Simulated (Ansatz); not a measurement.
C3H7N, SMILES `C/C=C\N` (charge 0, multiplicity 1).

Level of theory: frozen-core CCSD(T)/cc-pVTZ // PBE0-D3(BJ)/def2-TZVP (Ansatz, a first-principles code).

Ansatz 0.2 input:
```yaml
crystal:
  periodic: [false, false, false]
  atoms:
    - { symbol: C, position_ang: [-1.341257, -0.418787, -0.330177] }
    - { symbol: C, position_ang: [-0.526314, 0.561981, 0.446562] }
    - { symbol: C, position_ang: [0.806264, 0.632281, 0.433796] }
    - { symbol: N, position_ang: [1.668026, -0.128611, -0.34004] }
    - { symbol: H, position_ang: [-1.634737, -0.030348, -1.312475] }
    - { symbol: H, position_ang: [-2.261476, -0.673416, 0.200369] }
    - { symbol: H, position_ang: [-0.805457, -1.357674, -0.50537] }
    - { symbol: H, position_ang: [-1.052881, 1.292402, 1.049013] }
    - { symbol: H, position_ang: [1.307999, 1.386704, 1.031306] }
    - { symbol: H, position_ang: [1.269125, -0.96199, -0.743092] }
    - { symbol: H, position_ang: [2.570708, -0.302544, 0.070108] }
basis:
  gaussian: { orbitals: cc-pVTZ }
correlation:
  method: ccsd_t
```

Output:

```
Functional definition: HF
1230 factors; integrals over basis functions are off by at most 1.3e-3 eV
mean field evaluation 1: about -4681.5791 eV, gradient 3.6e1 eV
mean field evaluation 2: about -4681.5821 eV, gradient 3.6e1 eV
mean field evaluation 4: about -4684.8806 eV, gradient 3.5e0 eV
mean field evaluation 8: about -4684.9247 eV, gradient 2.5e-4 eV
mean field evaluation 16: about -4684.9231 eV, gradient 5.6e-1 eV
mean field -4684.92465889 eV, -172.1678056581 hartree, gradient 2.8e-6 eV, S^2 0.000000; 0 other end points of the search recorded, 0 dependent functions left out
4 core orbitals not correlated
reference -4684.92465889 eV, -172.1678056581 hartree; 12, 12 occupied and 202, 202 virtual orbitals, 1230 factors
second order -19.62563026 eV of doubles, -0.00000000 eV of singles
cycle   1  -20.02067036 eV  change   -4.0e-1 eV  update   8.8e-2
cycle   2  -20.48783282 eV  change   -4.7e-1 eV  update   2.6e-2
cycle   3  -20.58427363 eV  change   -9.6e-2 eV  update   1.3e-2
cycle   4  -20.57840818 eV  change    5.9e-3 eV  update   3.3e-3
cycle   5  -20.57854442 eV  change   -1.4e-4 eV  update   1.4e-3
cycle   6  -20.57876716 eV  change   -2.2e-4 eV  update   3.7e-4
cycle   7  -20.57856470 eV  change    2.0e-4 eV  update   1.4e-4
cycle   8  -20.57853550 eV  change    2.9e-5 eV  update   5.1e-5
cycle   9  -20.57853822 eV  change   -2.7e-6 eV  update   1.9e-5
perturbative correction -0.86680727 eV, -0.0318545797 hartree
Total energy: -4706.37000438 eV, -172.9559075687 hartree
```
